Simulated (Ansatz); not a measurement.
Basis sets compared for the cluster Ga4F4. The state is a singlet with charge 0. Geometry r2SCAN-D4/def2-SVP. Ansatz on 4 threads of Arm Neoverse V1 on a shared host; times are rough, and most runs start from earlier orbitals.

```xyz
8

Ga   -1.185   -0.237    1.566
Ga    0.072    1.952   -0.225
Ga    2.292   -1.095    0.277
Ga   -0.784   -1.238   -2.093
F    -1.118    1.731    1.346
F     0.957   -1.463   -1.154
F     0.920    0.220    0.945
F    -1.153    0.130   -0.660
```

Another isomer (singlet) lies 0.10 eV lower at PBE0-D4/def2-TZVP; other spin states weren't run for this one.

Binding counts from free atoms (Ga doublet, F doublet) in the same basis, without a counterpoise term.

```
           level  functions  energy (Eh)  HOMO (eV)  LUMO (eV)  binding per atom (eV)  wall time
 PBE-D4/def2-SVP        184   -8096.2864      -5.64      -2.13                   3.59        3 s
PBE0-D4/def2-SVP        184   -8096.4177      -6.63      -1.39                   3.40      6.5 s
```

Task: Estimate the rows for PBE-D4/def2-TZVP (with forces), PBE0-D4/def2-TZVP.

Result: 
```csv
level,functions,energy (Eh),HOMO (eV),LUMO (eV),binding per atom (eV),wall time
PBE-D4/def2-TZVP (with forces),316,-8097.7562,-5.67,-2.14,3.47,8 s
PBE0-D4/def2-TZVP,316,-8097.8828,-6.66,-1.43,3.30,20 s
```
